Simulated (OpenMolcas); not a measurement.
Co III: effect of the active space

```
Program             : OpenMolcas
Method              : XMS-CASPT2, IPEA 0.25 Eh, imaginary shift 0.1 Eh
Basis               : ANO-RCC-VTZP
Scalar Hamiltonian  : DKH2, point nucleus
Spin-orbit coupling : state interaction with AMFI integrals over the reference wave functions, term energies averaged over their components
```

A. 7 electrons in 5 orbitals (3d); 2S+1 = 4 even, 10 roots; 2S+1 = 2 even, 40 roots; closed shells correlated: 3s 3p; CASPT2 step roughly 6 core-seconds
B. 7 electrons in 6 orbitals (3d 4s); 2S+1 = 4 even, 50 roots; 2S+1 = 6 even, 5 roots kept (CI in the orbitals of an earlier block); 2S+1 = 2 even, 110 roots kept (CI in the orbitals of an earlier block); closed shells correlated: 3s 3p; CASPT2 step about 80 core-seconds

Energies in cm⁻¹ above 3d⁷ ⁴F_9/2, the measured ground level; measured values from Sugar and Corliss, J. Phys. Chem. Ref. Data 10, 1097 (1981).

```csv
Level,A,B,Measured
3d⁷ ⁴F_9/2,0.0,0.0,0.0
3d⁷ ⁴F_7/2,855,932,841
3d⁷ ⁴F_5/2,1481,1612,1451
3d⁷ ⁴F_3/2,1909,2080,1867
3d⁷ ⁴P_5/2,15650,14920,15202
3d⁷ ⁴P_3/2,15890,15230,15428
3d⁷ ⁴P_1/2,16320,15670,15811
3d⁷ ²G_9/2,17480,18730,16978
3d⁷ ²G_7/2,18290,19640,17766
3d⁷ ²P_3/2,20550,21330,20195
3d⁷ ²P_1/2,21290,22170,
3d⁷ ²D_5/2(1),23390,24410,23059
3d⁷ ²H_11/2,23580,24390,22720
3d⁷ ²H_9/2,24300,25200,23434
3d⁷ ²D_3/2(1),24590,25750,24237
3d⁷ ²F_5/2,38030,38020,37021
3d⁷ ²F_7/2,38390,38420,37316
3d⁷ ²D_3/2(2),58560,57830,
3d⁷ ²D_5/2(2),58990,58320,
```

Deviations, from unrounded energies. A percentage is the sum of absolute deviations over the sum of measured energies, with the sign that they share, or ± where signs differ.

```csv
Against measurement,Levels,A,B
mean absolute deviation (cm-1),15,490,950
fine structure of the ground term (%),3,+2.1,+11.1
other terms of the ground configuration (%),12,+2.7,±5.1
```

A lies closest to measurement on these levels. The largest miss of A in the table is 3d⁷ ²F_7/2, by +1100 cm-1. The ranking rests on the paired levels alone, and a cruder setting can come out closer through cancelling errors.

Between A and B the level of the table that moves most is 3d⁷ ²G_7/2, by 1400 cm-1 (lowest in A, highest in B). Moves below CASPT2's spread within the term are not significant.

Term energies are means over components that CASPT2 splits; among the terms shown or strongly mixed into the levels shown the widest spread is 1500 cm-1 (3d⁷ ⁴F, B). The CASPT2 spread within a term exceeds the gap to the next term for 3d⁷ ²D(1) and 3d⁷ ²H, so the order of their levels is uncertain (figures for A; the like holds for B). Terms from blocks run as CI alone lack orbitals of their own (holds for B). Computed and measured levels are paired by configuration, term and J; levels that our copy of the source lacks, or whose pairing is in doubt (as where it misses far off the trend of its configuration), stay unpaired and out of the deviations. Levels of configurations outside the active space are missing. The table leaves out levels that lie high or whose names do not pair safely across all columns.

A number in round brackets counts repeated terms of one configuration in the order of the reference energies.
